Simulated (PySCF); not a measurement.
SiOF, SMILES O=[Si]F, multiplicity 2.

The structure is a stationary point at PBE0-D3(BJ)/def2-TZVP.

Calculation: TDA-PBE/def2-TZVPD (PySCF).

Vertical excitations. Isolated molecule, no solvent.

Task: List the lowest excited states. (Estimate from the structure and the level; the computed values follow.)

Result: 
```csv
state,energy (eV),λ (nm),f,main pairs
root 1,2.46,503,0.007,β HOMO→LUMO 98 %
root 2,2.63,471,0.003,β HOMO−1→LUMO 98 %
root 3,4.20,295,0.044,α HOMO→LUMO 96 %
root 4,4.38,283,0.023,"α HOMO−2→LUMO 25 %, β HOMO−2→LUMO 72 %"
root 5,5.15,241,0.002,"α HOMO−1→LUMO 89 %, β HOMO→LUMO+1 10 %"
root 6,5.19,239,0.010,"α HOMO−2→LUMO 39 %, β HOMO−1→LUMO+1 43 %, β HOMO−2→LUMO 13 %"
root 7,5.85,212,0.006,"α HOMO−1→LUMO 10 %, β HOMO→LUMO+1 88 %"
root 8,6.09,203,0.002,"α HOMO→LUMO+1 23 %, β HOMO−3→LUMO 76 %"
root 9,6.22,199,0.009,β HOMO−4→LUMO 98 %
root 10,6.36,195,0.072,"α HOMO→LUMO+1 74 %, β HOMO−3→LUMO 23 %"
```
Unrestricted roots are not spin-pure.
